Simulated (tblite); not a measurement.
Species: C4H12BP.
Structure used (GFN2-xTB), in Å, numbered top down from 1:
```xyz
18
C4H12BP angstrom
B      0.081   -1.010    1.818
P      0.205   -0.209    0.073
C      1.041   -1.213   -1.215
C      1.154    1.365    0.017
C     -1.336    0.235   -0.779
C     -2.245    1.017   -0.219
H      1.218   -1.188    2.134
H     -0.479   -0.205    2.495
H     -0.537   -2.017    1.668
H      1.099   -0.682   -2.165
H      0.485   -2.140   -1.346
H      2.044   -1.460   -0.872
H      2.145    1.179    0.426
H      0.650    2.096    0.647
H      1.235    1.750   -0.998
H     -1.503   -0.213   -1.751
H     -3.175    1.265   -0.707
H     -2.091    1.435    0.763
```

All values are computed: GFN2-xTB (tblite) harmonic vibrations without scaling, gas phase. Errors from tens to a few hundred cm⁻¹ against measured bands are possible. Modes of hydrogen on boron can be 10 to 20 % off. One conformer, not necessarily the lowest. The optimisation stopped once no atom felt more than 0.01 eV/Å.

Lowest wavenumbers of the output (negative numbers stand for imaginary wavenumbers):
```
mode    cm-1
  1     -42.9
  2     126.6
  3     135.4
  4     146.4
  5     164.3
  6     174.0
  7     183.9
  8     225.3
  9     243.0
 10     349.8
```

Problem. Is this structure a minimum?

Solution. Not by this Hessian. 1 mode is imaginary beyond 20i (43i cm⁻¹), so at this level the point lies at or near a first-order saddle. The curvature is small, so loose convergence or finite differences may be the whole cause.

Problem. Which atoms move in the imaginary mode?

Solution. 43i: C6 (terminal =CH2 carbon) 28 %, H18 (vinylic hydrogen) 22 %, H16 (vinylic hydrogen) 19 %, C5 (alkene CH carbon) 14 %. These are shares of the mass-weighted motion.

Problem. What is the remedy?

Solution. Step along that mode in both directions, optimise again with tighter thresholds and repeat the frequencies. The zero-point energy of this point (90.9 kcal/mol) counts the 47 real modes alone, and thermal corrections from it aren't those of a minimum.
